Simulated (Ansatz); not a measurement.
Ansatz (a quantum-chemistry and plane-wave program) job for C2H5Be, SMILES [Be][CH2]C, multiplicity 2, PBE/def2-TZVPD. Geometry: r2SCAN-D4/def2-TZVP. The spin state was assumed, not searched. The isomer is the one that the SMILES or the coordinates give; other isomers of the formula were not compared.

Ansatz 0.2 input:
```yaml
crystal:
  periodic: [false, false, false]
  atoms:
    - {symbol: Be, position_ang: [-0.62583992, -1.71339893, 0.00000000]}
    - {symbol: C, position_ang: [0.43870798, -0.39000844, -0.00000000]}
    - {symbol: C, position_ang: [-0.20248009, 1.00872086, 0.00000000]}
    - {symbol: H, position_ang: [1.10210407, -0.49400831, 0.87141001]}
    - {symbol: H, position_ang: [1.10210406, -0.49400831, -0.87141001]}
    - {symbol: H, position_ang: [-0.83428315, 1.16307502, -0.87864847]}
    - {symbol: H, position_ang: [-0.83428314, 1.16307502, 0.87864847]}
    - {symbol: H, position_ang: [0.55035055, 1.80318774, -0.00000000]}
basis:
  gaussian:
    orbitals: def2-TZVPD
hamiltonian:
  xc: {name: PBE}
magnetization: {spin_polarized: true, initial_magnetization: 1}
```

Log of the run:

```
WARN ansatz: RAYON_NUM_THREADS=1 ignored (pool sized by the plan → 1); use --threads N
Functional definition: PBE
integrals: 0.04 GiB planned
760 factors; their error is unknown
mean field: 0.51 GiB planned
mean field evaluation 1: about -2538.0617 eV, gradient 5.3e1 eV
mean field evaluation 2: about -2459.0152 eV, gradient 1.1e2 eV
mean field evaluation 4: about -2551.5336 eV, gradient 5.8e0 eV
mean field evaluation 8: about -2551.7386 eV, gradient 1.3e-1 eV
mean field evaluation 16: about -2551.7067 eV, gradient 1.0e-4 eV
mean field -2551.70673797 eV, -93.7734930113 hartree, gradient 2.1e-5 eV, S^2 0.750721; 0 other end points of the search recorded, 0 dependent functions left out
reference -2551.70679550 eV, -93.7734951258 hartree; 11, 10 occupied and 130, 131 virtual orbitals, 760 factors
Total energy: -2551.70679550 eV, -93.7734951258 hartree
```

The calculation finished and met its thresholds.
